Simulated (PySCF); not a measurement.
Run record: geometry optimisation, `[O]([SiH3])[AlH2-][SbH3+]`.

Method: PBE0-D3(BJ)/def2-SVP geometry optimisation, gas phase, def2 core potentials past Kr (PySCF 2.14.0). Start geometry: GFN2-xTB. The input is one job of a driver script: a line of settings, then coordinates in Å.

Input:
```
{"job": {"xc": "PBE0", "basis": "def2-SVP", "d3": "d3bj", "grid": 1, "maxiter": 30, "shake": 0.01, "kind": "geom"}, "charge": 0, "multiplicity": 1}
Si     1.198510     1.958320     0.710960
O      1.141540     0.390110     0.321370
Al     1.065010    -1.236930    -0.088970
Sb    -1.610180    -1.208600    -0.595590
H      1.915340     2.660700    -0.364030
H      1.833220     2.096240     2.005130
H     -0.212760     2.419420     0.755780
H      1.566760    -1.645090    -1.507660
H      1.018060    -2.256650     1.103270
H     -2.408030     0.212220    -1.050790
H     -2.750820    -1.349930     0.685190
H     -2.716960    -2.068090    -1.562920
```

Output:
```
step   0  E = -851.69432179  max force = 0.033645
step   1  E = -851.70491908  max force = 0.006228
step   2  E = -851.70517610  max force = 0.002669
step   3  E = -851.70527149  max force = 0.000642
step   4  E = -851.70529634  max force = 0.000753
step   5  E = -851.70533256  max force = 0.000994
step   6  E = -851.70536348  max force = 0.001356
step   7  E = -851.70539925  max force = 0.001515
step   8  E = -851.70543520  max force = 0.001217
step   9  E = -851.70546415  max force = 0.000877
step  10  E = -851.70548573  max force = 0.000579
step  11  E = -851.70550224  max force = 0.000514
step  12  E = -851.70552973  max force = 0.000701
step  13  E = -851.70557788  max force = 0.001388
step  14  E = -851.70561752  max force = 0.001219
step  15  E = -851.70563748  max force = 0.000517
step  16  E = -851.70564033  max force = 0.000193
optimisation converged
```

Energies in Eh; «max force» is the largest Cartesian gradient component in Eh/bohr.

Give the first gradient maximum in eV/Å.

With 1 Eh/bohr = 51.422 eV/Å, 1.730 eV/Å.

Main results: final energy -851.70564 Eh after 16 steps; dipole 3.24 D.

Where do the atoms end?

0.327 Å rms from the input after alignment:
```
atom  x, y, z in Å
Si1    1.3168    1.9023    0.6882
O2     1.2841    0.3305    0.2360
Al3    1.0536   -1.3124   -0.2232
Sb4   -1.8353   -1.1017   -0.4558
H5     2.0696    2.7360   -0.2998
H6     1.9574    2.0690    2.0297
H7    -0.0822    2.4404    0.7734
H8     1.3399   -1.6921   -1.7415
H9     1.0552   -2.4030    0.9359
H10   -2.5205    0.0604   -1.4898
H11   -2.7581   -0.6764    0.9068
H12   -2.8400   -2.3820   -0.9487
```

The run took 1.7 min of wall time on an Arm Neoverse V1 with one thread, shared host, and the process peaked at 0.50 GiB of memory.
Labels such as C1 count atoms from 1, the log's own numbers from 0.
